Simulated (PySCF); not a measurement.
A structure optimised at B3LYP-D3(BJ)/def2-SVP, used in a PySCF frequency run:

```xyz
9

Be    -0.5110     0.6090     1.0614
N     -1.1047     1.2874     2.2557
H     -1.0361     0.9627     3.2158
H     -1.6444     2.1478     2.2403
O      0.0509    -0.0353    -0.0721
Si     0.6738    -0.7972    -1.3920
H     -0.3873    -1.5715    -2.1020
H      1.7547    -1.7417    -0.9816
H      1.2495     0.1988    -2.3436
```

Problem. Write its SMILES and formula.

Solution. [NH2][Be][O][SiH3], BeH5NOSi

Problem. What are its rotational constants (standard atomic weights)?

Solution. 69.228, 1.9859, 1.9752 GHz
